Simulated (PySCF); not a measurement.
## Electron correlation in Ti (titanium, neutral)

[Ar] 3d2 4s1 4p1, one real determinant (an excited configuration). All numbers are calculated (PySCF 2.14, the non-relativistic Hamiltonian (point nucleus), in def2-TZVPPD (6s6p4d2f1g, 67 functions)). Frozen: [Ar]; 4 electrons correlated.

```json
{"level": "CCSD", "correlation energy (mhartree)": "-20.83"}
{"level": "(T)", "correlation energy (mhartree)": "-0.53"}
{"level": "CCSD(T)", "correlation energy (mhartree)": "-21.36"}
```

Diagnostics: T1 = 0.012, D1 = 0.0236, largest double amplitude 0.075.

**Question.** Is a single reference adequate?

**Answer.** Mostly. T1 lies below 0.03, but a double amplitude of this size points to a near-degeneracy that CCSD handles and MP2 describes poorly.

The reference is one real determinant that mixes LS terms of this configuration.
